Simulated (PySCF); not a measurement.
C₄H₄, SMILES C12C3C1C23. Atoms are numbered in the order given.

```xyz
8

C     -0.5206     0.5206    -0.5206
C      0.5206     0.5206     0.5206
C      0.5206    -0.5206    -0.5206
C     -0.5206    -0.5206     0.5206
H     -1.1442     1.1442    -1.1442
H      1.1442     1.1442     1.1442
H      1.1442    -1.1442    -1.1442
H     -1.1442    -1.1442     1.1442
```

Geometry optimised at PBE0-D3(BJ)/def2-SVP.

Computed with PBE/pcSseg-1 (PySCF).

GIAO shieldings, no solvent; atoms alike by connectivity are averaged. δ = σ(ref) − σ: ¹³C against TMS (σ = 182.0 ppm); ¹H against TMS (σ = 31.49 ppm), references at their B3LYP-D3(BJ)/def2-TZVP geometries, non-relativistic.

```tsv
nucleus	atoms	count	δ (ppm)
¹³C	C1, C2, C3, C4	4	-25.1
¹H	H5, H6, H7, H8	4	3.06
```
